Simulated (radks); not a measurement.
Ca, 20 electrons, occupied as [Ar] 4s1.5 4p0.5 (fractional occupations, a model configuration).

Calculated with a radial shooting solver on a logarithmic mesh with Libxc functionals: scalar-relativistic Kohn-Sham, LDA (Slater exchange, Perdew-Wang correlation), spin-polarised, spherical densities, point nucleus; open shells are filled with parallel spins first.

Energy parts (eV):
| part | energy |
|---|---|
| total | -18467.024 |
| kinetic | 18580.799 |
| electron-nucleus | -43892.815 |
| Hartree | 7778.008 |
| exchange-correlation | -933.016 |

Orbitals (lengths in bohr, moments of r in powers of bohr; r(max) is where P^2 peaks):
\begin{tabular}{lrrrrrr}
orbital & occ. & eigenvalue (eV) & r(max) & <1/r> & <r^2> & <r^4> \\ \hline
1s up & 1 & -3938.666 & 0.05040 & 19.70 & 0.007978 & 0.0001639 \\
1s down & 1 & -3938.643 & 0.05040 & 19.70 & 0.007978 & 0.0001639 \\
2s up & 1 & -413.7828 & 0.3007 & 4.034 & 0.1583 & 0.04447 \\
2s down & 1 & -413.7602 & 0.3007 & 4.034 & 0.1583 & 0.04446 \\
2p up & 3 & -335.2456 & 0.2465 & 3.945 & 0.1335 & 0.03717 \\
2p down & 3 & -335.2219 & 0.2465 & 3.945 & 0.1335 & 0.03716 \\
3s up & 1 & -47.5052 & 0.9929 & 1.212 & 1.551 & 3.947 \\
3s down & 1 & -47.4474 & 0.9929 & 1.212 & 1.549 & 3.927 \\
3p up & 3 & -28.6564 & 1.046 & 1.079 & 1.919 & 6.592 \\
3p down & 3 & -28.5830 & 1.046 & 1.080 & 1.909 & 6.495 \\
4s up & 1 & -4.4156 & 3.294 & 0.3326 & 17.50 & 496.3 \\
4s down & 0.5 & -3.9064 & 3.286 & 0.3303 & 18.04 & 539.5 \\
4p up & 0.5 & -1.8924 & 4.263 & 0.2493 & 30.73 & 1594 \\
4p down & 0 & -1.4715 & 4.389 & 0.2376 & 34.48 & 2087 \\
\end{tabular}

The highest occupied level is 4p up at -1.892 eV. Spin moment in Bohr magnetons: 1. Summed over all electrons, <r^2> = 57.60 bohr^2, which gives a Langevin (diamagnetic) susceptibility term of -45.6 x 10^-6 cm^3/mol.
